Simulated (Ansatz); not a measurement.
hydrogen peroxide (H2O2), singlet, geometry from GFN2-xTB. Base run: Ansatz (a program for electronic structure) with B3LYP/cc-pVDZ.

Here is a job for Ansatz.
Ansatz 0.2 input:
```yaml
crystal:
  periodic: [false, false, false]
  atoms:
    - {symbol: O, position_ang: [-0.02311961, 0.70996455, -0.01256427]}
    - {symbol: O, position_ang: [0.02311961, -0.70996455, 0.01256427]}
    - {symbol: H, position_ang: [0.91389752, 0.94248526, -0.03262698]}
    - {symbol: H, position_ang: [-0.91389752, -0.94248526, 0.03262698]}
basis:
  gaussian:
    orbitals: cc-pVDZ
hamiltonian:
  xc: b3lyp
```

Each row names what was changed in the base input (with any setting that the change needs).

```json
[
 {"change": "base", "basis functions": "38", "E (Eh)": "-151.54796"},
 {"change": "basis = 6-31G", "basis functions": "22", "E (Eh)": "-151.48456"},
 {"change": "basis = pcseg-0", "basis functions": "22", "E (Eh)": "-151.09195"},
 {"change": "basis = def2-SV(P)", "basis functions": "32", "E (Eh)": "-151.40392"},
 {"change": "basis = pc-1", "basis functions": "38", "E (Eh)": "-151.51639"},
 {"change": "basis = 6-311++G**", "basis functions": "58", "E (Eh)": "-151.59981"},
 {"change": "basis = aug-cc-pVDZ", "basis functions": "64", "E (Eh)": "-151.57604"},
 {"change": "basis = 6-311+G(2d,p)", "basis functions": "66", "E (Eh)": "-151.60372"},
 {"change": "basis = cc-pVTZ", "basis functions": "88", "E (Eh)": "-151.60885"},
 {"change": "basis = pcseg-2", "basis functions": "88", "E (Eh)": "-151.61820"},
 {"change": "basis = pc-2", "basis functions": "88", "E (Eh)": "-151.62157"},
 {"change": "basis = def2-QZVPP", "basis functions": "174", "E (Eh)": "-151.62828"},
 {"change": "basis = def2-QZVP", "basis functions": "174", "E (Eh)": "-151.62828"}
]
```

Totals compare only among sets that treat the same electrons; sets with core potentials leave the core out.
